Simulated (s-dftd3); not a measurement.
CuI, singlet, geometry from GFN2-xTB (such geometries of metal compounds can be far from the true shape); D3(bj) for bp86 run with s-dftd3.

Input for s-dftd3:
```
$ s-dftd3 mol.xyz --bj bp86 --json dftd3.json --noedisp --grad

# file mol.xyz
2

Cu    -0.00000000    -0.00000000    -1.55408011
I      0.00000000     0.00000000     0.85034572
```

Task: Predict the main parts of the log of this s-dftd3 run.

Result: 
```
-----------------------------------
 s i m p l e   D F T - D 3  v1.4.0
-----------------------------------

Rational (Becke-Johnson) damping: bp86-D3(BJ)
---------------------
  s6         1.0000
  s8         3.2822
  s9         0.0000
  a1         0.3946
  a2         4.8516
 alp        14.0000
--------------------

Dispersion energy:      -3.1320981832043E-03 Eh

Gradient norm:           5.8499672145012E-05 Eh/a0
--------------------------------------------------
     #    Z           dE/dx      dE/dy      dE/dz
--------------------------------------------------
     1   29 Cu    0.000E+00  0.000E+00 -4.137E-05
     2   53 I     0.000E+00  0.000E+00  4.137E-05
--------------------------------------------------

Virial:
--------------------------------------------------
      component           x          y          z
--------------------------------------------------
          x       0.000E+00  0.000E+00  0.000E+00
          y       0.000E+00  0.000E+00  0.000E+00
          z       0.000E+00  0.000E+00  1.880E-04
--------------------------------------------------

[Info] JSON dump of results written to 'dftd3.json'
```
